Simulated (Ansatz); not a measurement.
Si₄₁H₄₆, a nanocrystal cut from hexagonal silicon. Charge 0, multiplicity 3. Geometry PBE-D4/def2-SVP, that of the neutral singlet; atoms count from 1.

```xyz
87

Si    1.386   -4.945   -1.038
Si    2.549   -4.286    0.896
Si    4.669   -3.362    0.396
Si   -0.792   -3.716    2.724
Si    1.242   -2.714    2.060
Si    2.430   -2.012    3.965
Si    4.692   -1.079    0.982
Si    4.556   -1.187    3.333
Si    1.150   -0.398    5.098
Si   -0.312   -3.811   -4.290
Si    0.953   -3.108   -2.435
Si    2.917   -2.067   -3.241
Si   -2.375   -2.575   -0.574
Si   -2.580   -2.525    1.771
Si   -0.343   -1.563   -1.231
Si    0.845   -0.860    0.670
Si    3.090    0.091   -2.318
Si    2.899    0.112    0.030
Si   -2.495   -0.291    2.508
Si   -0.462    0.709    1.834
Si    0.714    1.457    3.724
Si    2.971    2.357    0.738
Si    2.673    2.603    3.060
Si   -0.665    2.978    4.872
Si   -0.682   -1.968   -5.708
Si   -3.992   -1.394   -3.876
Si   -4.182   -1.414   -1.531
Si   -1.946   -0.388   -4.513
Si   -0.749    0.293   -2.609
Si    1.294    1.290   -3.262
Si   -4.111    0.808   -0.759
Si   -4.304    0.895    1.584
Si   -2.081    1.816   -1.427
Si   -0.867    2.552    0.439
Si    1.327    3.536   -2.569
Si    1.176    3.542   -0.224
Si   -4.231    3.149    2.255
Si   -2.183    4.128    1.582
Si   -1.041    4.856    3.503
Si   -2.535    3.657   -2.810
Si   -0.511    4.681   -3.493
H     2.161   -5.996   -1.796
H     0.059   -5.540   -0.629
H     2.743   -5.486    1.795
H     5.700   -4.058    1.253
H     5.040   -3.596   -1.045
H    -0.818   -5.155    2.268
H    -0.895   -3.699    4.230
H     2.624   -3.214    4.862
H     5.991   -0.436    0.556
H     5.601   -2.172    3.800
H     4.846    0.136    3.993
H    -0.176   -1.011    5.483
H     1.847    0.050    6.359
H     0.415   -4.914   -5.019
H    -1.639   -4.354   -3.818
H     4.129   -2.919   -2.969
H     2.797   -1.910   -4.738
H    -2.384   -4.012   -1.042
H    -3.909   -3.126    2.165
H     4.396    0.745   -2.709
H    -2.582   -0.261    4.017
H     4.279    2.970    0.292
H     3.865    2.139    3.855
H     2.485    4.075    3.339
H    -1.984    2.319    5.194
H    -0.011    3.382    6.171
H    -1.419   -2.392   -6.955
H     0.644   -1.378   -6.119
H    -4.050   -2.804   -4.413
H    -5.142   -0.621   -4.471
H    -5.479   -2.058   -1.097
H    -2.223    0.828   -5.366
H     1.398    1.218   -4.769
H    -5.249    1.587   -1.381
H    -5.600    0.244    2.010
H     2.629    4.175   -2.992
H     1.201    4.966    0.287
H    -4.368    3.248    3.755
H    -5.380    3.902    1.630
H    -2.458    5.288    0.654
H     0.282    5.473    3.124
H    -1.857    5.895    4.232
H    -3.313    3.196   -4.017
H    -3.388    4.649   -2.059
H    -0.412    4.661   -4.998
H    -0.489    6.120   -3.039
```

Single mean-field runs in def2-SVP are fitted with def2-universal-jkfit. At PBE0-D4/def2-SVP a singlet of charge 0 lies 3.81 eV below the triplet at the same geometry.

(1) Estimate the Mulliken populations of the heavy atoms from the PBE0/def2-SVP orbitals of Ansatz.

(2) Where does the spin sit?

(3) And the Mayer bond orders between heavy atoms (over 0.3, the first 40 of 59)?

Results:

(1) 
| atom | charge (e) | spin (α − β) |
| --- | --- | --- |
| Si1 | 0.18 | 0.00 |
| Si2 | -0.02 | 0.05 |
| Si3 | 0.09 | 0.01 |
| Si4 | 0.19 | 0.00 |
| Si5 | -0.26 | -0.01 |
| Si6 | -0.02 | 0.05 |
| Si7 | -0.03 | -0.01 |
| Si8 | 0.09 | 0.01 |
| Si9 | 0.18 | 0.00 |
| Si10 | 0.12 | 0.07 |
| Si11 | -0.28 | 0.13 |
| Si12 | 0.14 | 0.03 |
| Si13 | 0.01 | 0.01 |
| Si14 | -0.05 | 0.03 |
| Si15 | -0.11 | 0.20 |
| Si16 | -0.01 | 0.25 |
| Si17 | 0.01 | 0.05 |
| Si18 | -0.19 | 0.04 |
| Si19 | 0.01 | 0.01 |
| Si20 | -0.11 | 0.19 |
| Si21 | -0.28 | 0.13 |
| Si22 | 0.01 | 0.05 |
| Si23 | 0.14 | 0.03 |
| Si24 | 0.12 | 0.07 |
| Si25 | 0.09 | 0.01 |
| Si26 | 0.13 | 0.01 |
| Si27 | -0.04 | 0.01 |
| Si28 | -0.04 | 0.06 |
| Si29 | -0.14 | 0.04 |
| Si30 | 0.02 | 0.01 |
| Si31 | 0.03 | 0.01 |
| Si32 | -0.04 | 0.01 |
| Si33 | -0.20 | 0.12 |
| Si34 | -0.14 | 0.04 |
| Si35 | -0.05 | 0.02 |
| Si36 | 0.03 | 0.01 |
| Si37 | 0.13 | 0.01 |
| Si38 | -0.04 | 0.06 |
| Si39 | 0.09 | 0.01 |
| Si40 | 0.14 | -0.01 |
| Si41 | 0.10 | 0.00 |
Mulliken values depend strongly on the basis.

(2) Summed by element: Si 1.79, H 0.21, of 2 unpaired in all. Largest on single atoms: Si16 0.25, Si15 0.20, Si20 0.19.

(3) Si1–Si2 0.92 (2.35 Å); Si1–Si11 0.91 (2.35 Å); Si2–Si3 0.93 (2.37 Å); Si2–Si5 0.92 (2.35 Å); Si3–Si7 0.94 (2.36 Å); Si4–Si5 0.90 (2.36 Å); Si4–Si14 0.94 (2.35 Å); Si5–Si6 0.92 (2.35 Å); Si5–Si16 0.94 (2.35 Å); Si6–Si8 0.93 (2.37 Å); Si6–Si9 0.92 (2.35 Å); Si7–Si8 0.94 (2.36 Å); Si7–Si18 0.92 (2.35 Å); Si9–Si21 0.91 (2.35 Å); Si10–Si11 0.88 (2.35 Å); Si10–Si25 0.94 (2.35 Å); Si11–Si12 0.93 (2.36 Å); Si11–Si15 0.86 (2.35 Å); Si12–Si17 0.92 (2.35 Å); Si13–Si14 0.90 (2.35 Å); Si13–Si15 0.92 (2.36 Å); Si13–Si27 0.93 (2.35 Å); Si14–Si19 0.90 (2.35 Å); Si15–Si16 0.74 (2.35 Å); Si15–Si29 0.96 (2.35 Å); Si16–Si18 0.94 (2.36 Å); Si16–Si20 0.74 (2.35 Å); Si17–Si18 0.87 (2.36 Å); Si17–Si30 0.93 (2.36 Å); Si18–Si22 0.87 (2.36 Å); Si19–Si20 0.92 (2.36 Å); Si19–Si32 0.93 (2.35 Å); Si20–Si21 0.87 (2.35 Å); Si20–Si34 0.96 (2.35 Å); Si21–Si23 0.93 (2.36 Å); Si21–Si24 0.88 (2.35 Å); Si22–Si23 0.92 (2.35 Å); Si22–Si36 0.93 (2.36 Å); Si24–Si39 0.94 (2.35 Å); Si25–Si28 0.93 (2.35 Å).
